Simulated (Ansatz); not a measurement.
Harmonic frequencies (cm⁻¹) at PBE0-D4/def2-TZVP from Ansatz: 118, 171, 207, 232, 276, 309, 327, 359, 524, 744, 790, 822, 873, 936, 993, 3527, 3906, 3928.

Each molecule was computed in one conformer, which needn't be the lowest.

Question: Which molecule is it?
A. `[SiH3][N][SiH3]`•
B. `[SiH3][O][Ga][Cl]`•
C. `[NH][Si](O)(O)Cl`•
D. `[CH2]SC`•

Answer: C.
